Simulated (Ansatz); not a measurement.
Start from `N[Si@@H]1[SiH2][C@H]1F` and change one atom or group to get `N[Si@@H]1[SiH2][C@H]1[SiH3]`.

Ansatz, PBE0-D4/def2-TZVP geometries, multiplicity 1. Each molecule was computed in one conformer, which needn't be the lowest.

```json
{"property": "LUMO energy (PBE/def2-TZVPP) / eV", "`N[Si@@H]1[SiH2][C@H]1F`": "-1.84"}
{"property": "size of the dipole moment (B3LYP/def2-TZVPP) / D", "`N[Si@@H]1[SiH2][C@H]1F`": "3.86"}
{"property": "LUMO energy (PBE0/def2-TZVPP) / eV", "`N[Si@@H]1[SiH2][C@H]1F`": "-1.02"}
{"property": "size of the dipole moment (PBE/def2-TZVPP) / D", "`N[Si@@H]1[SiH2][C@H]1F`": "3.78"}
{"property": "HOMO energy (B3LYP/def2-TZVPP) / eV", "`N[Si@@H]1[SiH2][C@H]1F`": "-5.91"}
{"property": "HOMO energy (PBE/def2-TZVPP) / eV", "`N[Si@@H]1[SiH2][C@H]1F`": "-5.07"}
```

Give the same properties after the change, and the shifts. (Best estimate.)

Computed: 
```tsv
property	`N[Si@@H]1[SiH2][C@H]1[SiH3]`	shift
LUMO energy (PBE/def2-TZVPP) / eV	-1.13	0.71
size of the dipole moment (B3LYP/def2-TZVPP) / D	2.34	-1.52
LUMO energy (PBE0/def2-TZVPP) / eV	-0.28	0.74
size of the dipole moment (PBE/def2-TZVPP) / D	2.40	-1.38
HOMO energy (B3LYP/def2-TZVPP) / eV	-6.30	-0.39
HOMO energy (PBE/def2-TZVPP) / eV	-5.46	-0.39
```

With PBE0 the HOMO falls by 0.40 eV and the LUMO rises by 0.74 eV, so the gap widens by about 1.14 eV. PBE moves the HOMO by -0.39 eV and ωB97M-V by -0.40 eV. Dipoles are sizes alone; their direction can turn.

B3LYP here is the variant with VWN-RPA as its local correlation; programs differ in this.
